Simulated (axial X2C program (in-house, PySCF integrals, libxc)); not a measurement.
## Ionising the radicals of a process plasma

All values come from calculations with an in-house all-electron X2C program for linear molecules (integrals from PySCF), spin-free (one-electron X2C) or two-component (2c: spin–orbit coupling with atomic mean-field Coulomb and Gaunt terms, which also bring small scalar terms), in Dyall basis sets with cores contracted in-house; open shells are unrestricted.

Level CCSD(T), 2c. Basis sets: Al dyall-v3z, Br dyall-cv3z, Cl dyall-av3z, F dyall-av3z, Ge dyall-cv3z, H dyall-v3z, In dyall-cv3z, P dyall-v3z, S dyall-av3z, Si dyall-v3z, Sn dyall-cv3z, Ti dyall-cv3z. Frozen shells (counts by l): Al₂ Al 2s1p, 6 electrons correlated; TiH Ti 2s1p, H none, 13 electrons correlated; InSi In 4s3p2d, Si 2s1p, 7 electrons correlated; SnCl Sn 4s3p2d, Cl 2s1p, 11 electrons correlated; GeBr Br 3s2p1d, Ge 3s2p1d, 11 electrons correlated; PF P 2s1p, F 1s, 12 electrons correlated; GeS Ge 3s2p1d, S 2s1p, 10 electrons correlated; SF S 2s1p, F 1s, 13 electrons correlated; P₂ P 2s1p, 10 electrons correlated. Coupled cluster in natural virtuals with an MP2 remainder. Where the outer core of a metal is frozen, bonds come out longer and ionisation energies lower.

| species | state | ion state | adiabatic IE with zero-point terms (eV) | D0 (eV) | D0 of the ion (eV) |
| --- | --- | --- | --- | --- | --- |
| Al₂ | Ω = 1 (⟨Sz⟩ = 1.00, ⟨Lz⟩ = 0.00 at HF) | Ω = 1/2 (⟨Sz⟩ = 0.50, ⟨Lz⟩ = 0.00 at HF) | 5.85 | 1.27 | 1.38 |
| TiH | Ω = 3/2 (⟨Sz⟩ = -1.50, ⟨Lz⟩ = 3.00 at HF) | Ω = 2 (⟨Sz⟩ = -1.00, ⟨Lz⟩ = 3.00 at HF) | 6.51 | n/a | n/a |
| InSi | Ω = 3/2 (⟨Sz⟩ = 1.49, ⟨Lz⟩ = 0.01 at HF) | Ω = 2 (⟨Sz⟩ = 1.00, ⟨Lz⟩ = 1.00 at HF) | 7.02 | 1.97 | 0.58 |
| SnCl | Ω = 1/2 (⟨Sz⟩ = -0.50, ⟨Lz⟩ = 1.00 at HF) | Ω = 0 (closed shell) | 7.07 | n/a | 3.68 |
| GeBr | Ω = 1/2 (⟨Sz⟩ = -0.50, ⟨Lz⟩ = 1.00 at HF) | Ω = 0 (closed shell) | 7.19 | n/a | 3.82 |
| PF | Ω = 1 (⟨Sz⟩ = 1.00, ⟨Lz⟩ = 0.00 at HF) | Ω = 1/2 (⟨Sz⟩ = -0.50, ⟨Lz⟩ = 1.00 at HF) | 9.58 | 4.34 | 5.21 |
| GeS | Ω = 0 (closed shell) | Ω = 3/2 (⟨Sz⟩ = 0.50, ⟨Lz⟩ = 1.00 at HF) | 9.89 | n/a | 3.21 |
| SF | Ω = 3/2 (⟨Sz⟩ = 0.50, ⟨Lz⟩ = 1.00 at HF) | Ω = 1 (⟨Sz⟩ = 1.00, ⟨Lz⟩ = 0.00 at HF) | 10.09 | 3.36 | 3.42 |
| P₂ | Ω = 0 (closed shell) | Ω = 3/2 (⟨Sz⟩ = 0.50, ⟨Lz⟩ = 1.00 at HF) | 10.37 | 4.47 | 4.55 |

Q: Which of these can a metastable argon atom (³P2, 11.55 eV, NIST) ionise on energy grounds?

A: At CCSD(T), 2c, IE lies below 11.55 eV for Al₂, TiH, InSi, SnCl, GeBr, PF, GeS, SF, P₂.

Q: Which of these can a metastable xenon atom (³P2, 8.32 eV, NIST) ionise on energy grounds?

A: At CCSD(T), 2c, IE lies below 8.32 eV for Al₂, TiH, InSi, SnCl, GeBr.

Q: Give the threshold for dissociative ionisation to the lowest fragments, IE + D0(ion).

A: At CCSD(T), 2c: Al₂ → Al+ + Al: 7.23 eV; InSi → In+ + Si: 7.60 eV; SnCl → Sn+ + Cl: 10.75 eV; GeBr → Br + Ge+: 11.01 eV; PF → P+ + F: 14.79 eV; GeS → Ge+ + S: 13.10 eV; SF → S+ + F: 13.51 eV; P₂ → P+ + P: 14.92 eV.

Each entry is the lowest single determinant of a limited PBE0 search at one distance. De goes to single-determinant-based atoms at the same level (for ions the charge split of lowest energy) and is withheld (n/a) where an atom does not fit its ground term or J level. Main or longest-lived isotopes. One determinant is a doubtful description, or other states lie close, for Al₂, TiH, TiH⁺, InSi, InSi⁺, PF, GeS⁺, SF⁺, P₂⁺; these need not be ground states, and all values refer to the states named. Some open-shell Ω = 0 determinants are out of reach, so the Ω given for Al₂, InSi⁺, PF, SF⁺ need not be the lowest component. With several unpaired electrons the Ω given is that of one determinant, not necessarily of the lowest component. Some light 2c atoms are not at their ground J level, so De misses part of their lowering (0.04 eV or less). These values were not checked against measured ones; errors of some tenths of an eV are usual, and D0 of doubtful transition-metal species is not given.
